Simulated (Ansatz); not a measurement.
One change: `OB([SiH3])Cl` becomes `OB(Cl)CCl`.

Ansatz, PBE0-D4/def2-TZVP geometries, multiplicity 1. Each molecule was computed in one conformer, which needn't be the lowest.

```
                                                                                  property  `OB([SiH3])Cl`
                                                       HOMO–LUMO gap (PBE/def2-TZVPP) / eV            5.13
                                          size of the dipole moment (B3LYP/def2-TZVPP) / D            1.33
ideal-gas entropy at 298 K and 1 bar (rigid rotor, harmonic PBE0-D4/def2-TZVP) / J/(mol·K)             329
                                        size of the dipole moment (ωB97M-V/def2-TZVPP) / D            1.35
                                            zero-point energy (PBE0-D4/def2-TZVP) / kJ/mol           118.0
                                                       LUMO energy (B3LYP/def2-TZVPP) / eV           -1.27
```

Q: What does the change do to each property? (Best estimate.)

A: The calculation gave: 
```json
{"property": "HOMO–LUMO gap (PBE/def2-TZVPP) / eV", "`OB(Cl)CCl`": "6.06", "shift": "0.93"}
{"property": "size of the dipole moment (B3LYP/def2-TZVPP) / D", "`OB(Cl)CCl`": "1.25", "shift": "-0.08"}
{"property": "ideal-gas entropy at 298 K and 1 bar (rigid rotor, harmonic PBE0-D4/def2-TZVP) / J/(mol·K)", "`OB(Cl)CCl`": "329", "shift": "0"}
{"property": "size of the dipole moment (ωB97M-V/def2-TZVPP) / D", "`OB(Cl)CCl`": "1.26", "shift": "-0.09"}
{"property": "zero-point energy (PBE0-D4/def2-TZVP) / kJ/mol", "`OB(Cl)CCl`": "129.4", "shift": "11.4"}
{"property": "LUMO energy (B3LYP/def2-TZVPP) / eV", "`OB(Cl)CCl`": "-0.45", "shift": "0.82"}
```

With PBE0 the HOMO falls by 0.28 eV and the LUMO rises by 0.86 eV, so the gap widens by about 1.14 eV. PBE moves the HOMO by -0.13 eV and ωB97M-V by -0.41 eV. Dipoles are sizes alone; their direction can turn. Modes under 60 cm⁻¹, often nearly free rotors, make the harmonic entropy too high.

B3LYP here is the variant with VWN-RPA as its local correlation; programs differ in this.
